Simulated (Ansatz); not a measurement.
Start from `C[Se][AsH2]` and change one atom or group to get `C[Se][SnH3]`.

Ansatz, PBE0-D4/def2-TZVP geometries, multiplicity 1. 

Elements past krypton have def2 core potentials. Scalar relativity is left out up to krypton. Spin–orbit coupling is left out; it splits and shifts lone-pair levels of the heavy atoms by tenths of an eV.

```
                                                                                  property  `C[Se][AsH2]`
                                                       HOMO energy (B3LYP/def2-TZVPP) / eV          -6.20
ideal-gas entropy at 298 K and 1 bar (rigid rotor, harmonic PBE0-D4/def2-TZVP) / J/(mol·K)            339
                                            zero-point energy (PBE0-D4/def2-TZVP) / kJ/mol          140.8
                                                     LUMO energy (ωB97M-V/def2-TZVPP) / eV           1.10
                                            size of the dipole moment (PBE/def2-TZVPP) / D           0.98
                                          size of the dipole moment (B3LYP/def2-TZVPP) / D           1.03
```

(1) Give the same properties after the change, and the shifts. (Best estimate.)

Answers

(1) The calculation gave: 
```csv
property,`C[Se][SnH3]`,shift
HOMO energy (B3LYP/def2-TZVPP) / eV,-6.24,-0.04
"ideal-gas entropy at 298 K and 1 bar (rigid rotor, harmonic PBE0-D4/def2-TZVP) / J/(mol·K)",356,17
zero-point energy (PBE0-D4/def2-TZVP) / kJ/mol,152.5,11.7
LUMO energy (ωB97M-V/def2-TZVPP) / eV,0.95,-0.15
size of the dipole moment (PBE/def2-TZVPP) / D,1.30,0.32
size of the dipole moment (B3LYP/def2-TZVPP) / D,1.32,0.29
```

The zero-point energy changes by 11.7 kJ/mol with +3 modes. Dipoles are sizes alone; their direction can turn. Modes under 60 cm⁻¹, often nearly free rotors, make the harmonic entropy too high.

B3LYP here is the variant with VWN-RPA as its local correlation; programs differ in this.
